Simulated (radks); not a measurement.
The silver ion Ag4+, configuration [Kr] 4d(up 4, down 3) (spins set by hand, not the high-spin state).

All-electron calculation, scalar-relativistic Kohn-Sham, SCAN, spin-polarised, spherical densities, finite nucleus; meta-GGA in the generalised Kohn-Sham scheme; Fermi nuclear charge, rms radius 4.5454 fm. Program: a radial shooting solver on a logarithmic mesh with Libxc functionals.

Energy parts (eV):
| part | energy |
|---|---|
| total | -144566.059 |
| kinetic | 150197.715 |
| electron-nucleus | -346978.673 |
| Hartree | 56244.963 |
| exchange-correlation | -4030.065 |

Orbitals (lengths in bohr, moments of r in powers of bohr; r(max) is where P^2 peaks):
orbital,occ.,eigenvalue (eV),<r>,<r^2>,r(max)
1s up,1,-25437.57,0.03111,0.001309,0.02016
1s down,1,-25437.57,0.03111,0.001309,0.02016
2s up,1,-3810.774,0.1348,0.02144,0.1138
2s down,1,-3810.529,0.1348,0.02144,0.1138
2p up,3,-3420.649,0.1177,0.01692,0.09118
2p down,3,-3420.450,0.1177,0.01691,0.09118
3s up,1,-752.3285,0.3675,0.1545,0.3320
3s down,1,-752.2259,0.3675,0.1545,0.3320
3p up,3,-623.0286,0.3669,0.1563,0.3255
3p down,3,-622.8967,0.3669,0.1563,0.3255
3d up,5,-420.1846,0.3456,0.1423,0.2742
3d down,5,-419.9438,0.3456,0.1423,0.2743
4s up,1,-154.7995,0.9034,0.9214,0.8219
4s down,1,-153.6585,0.9028,0.9204,0.8211
4p up,3,-116.6019,0.9779,1.089,0.8721
4p down,3,-115.4282,0.9776,1.089,0.8712
4d up,4,-60.6394,1.193,1.663,0.9944
4d down,3,-59.5033,1.197,1.676,0.9938

The highest occupied level is 4d down at -59.503 eV. Summed over all electrons, <r^2> = 22.87 bohr^2, which gives a Langevin (diamagnetic) susceptibility term of -18.1 x 10^-6 cm^3/mol. Spin moment in Bohr magnetons: 1.
